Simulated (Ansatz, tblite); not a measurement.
Removing and adding an electron: `CCCCCCCCCCCC[SeH]`. The state is a singlet with charge 0. Geometry: PBE-D4/def2-SVP. Ansatz, gas phase; energy differences of separate SCF runs; the oxidised species was run as a doublet alone; the reduced species was run as a doublet alone.

```xyz
39

C    -0.383   -3.381   -5.924
C     0.445   -2.340   -5.172
C    -0.195   -1.878   -3.859
C     0.626   -0.832   -3.102
C    -0.014   -0.364   -1.792
C     0.815    0.690   -1.050
C     0.176    1.238    0.234
C     0.017    0.209    1.360
C    -0.578    0.769    2.661
C     0.326    1.765    3.398
C    -0.280    2.361    4.679
C    -0.496    1.339    5.793
Se   -1.280    2.088    7.446
H    -0.538   -4.294   -5.311
H    -1.388   -2.987   -6.184
H     0.106   -3.694   -6.869
H     1.458   -2.749   -4.958
H     0.615   -1.454   -5.824
H    -0.364   -2.761   -3.202
H    -1.209   -1.468   -4.070
H     1.639   -1.244   -2.888
H     0.799    0.049   -3.762
H    -1.027    0.051   -2.004
H    -0.185   -1.247   -1.138
H     1.815    0.263   -0.807
H     1.014    1.537   -1.742
H    -0.823    1.669   -0.007
H     0.791    2.090    0.595
H     1.010   -0.248    1.579
H    -0.625   -0.626    1.008
H    -0.817   -0.082    3.334
H    -1.554    1.259    2.438
H     0.584    2.606    2.718
H     1.294    1.269    3.641
H     0.389    3.165    5.056
H    -1.247    2.857    4.446
H     0.446    0.819    6.060
H    -1.227    0.558    5.500
H    -0.134    2.994    7.720
```

The xTB rows come from tblite. HSE06 is defined as in plane-wave codes, on full-range PBE exchange. Single mean-field runs in def2-TZVP are fitted with def2-universal-jkfit. HOMO above LUMO, or a gap near zero within one spin, warns that the state may not be the lowest or that an electron is smeared out.

```
             level  −HOMO (eV)  vertical IE (eV)  −LUMO (eV)  vertical EA (eV)  HOMO–LUMO gap (eV)  IE − EA (eV)                                                                                                               remarks
          GFN1-xTB       10.29             13.39        5.42              2.74                4.87         10.64                                                                                                                     –
          GFN2-xTB       10.06             12.34        6.13              3.48                3.93          8.86                                                                                                                     –
  PBE-D4/def2-TZVP        5.27              8.05        0.83             -1.04                4.44          9.10  HOMO above zero (-1 doublet), gap within one spin near zero (+1 doublet), gap within one spin near zero (-1 doublet)
 PBE0-D4/def2-TZVP        6.43              8.56       -0.06             -1.44                6.49         10.01                                                                                          HOMO above zero (-1 doublet)
HSE06-D4/def2-TZVP        6.03              8.48        0.32             -1.34                5.71          9.82  HOMO above zero (-1 doublet), gap within one spin near zero (+1 doublet), gap within one spin near zero (-1 doublet)
```

Relaxing the reduced species (PBE-D4/def2-SVP) changes its energy by -0.47 eV at PBE-D4/def2-TZVP, so the adiabatic electron affinity to this nearest minimum is -0.57 eV. On the way the bond C12–Se13 breaks. At PBE0-D4/def2-TZVP it is -0.68 eV. The highest occupied level of the relaxed charge -1 doublet lies above zero (up to 1.16 eV). By energy differences, losing it releases 0.57 eV (each at its own geometry, to the charge 0 singlet, at PBE-D4/def2-TZVP).     A HOMO above zero means that the electron is unbound at that level or that self-interaction error raises the level; the energy of removing that electron tells which. Raw xTB energy differences between charge states are shifted by several eV; the methods need an empirical correction for them. Sets without diffuse functions give affinities that are too small. A negative affinity means that the extra electron isn't bound; its size then hangs on the basis.
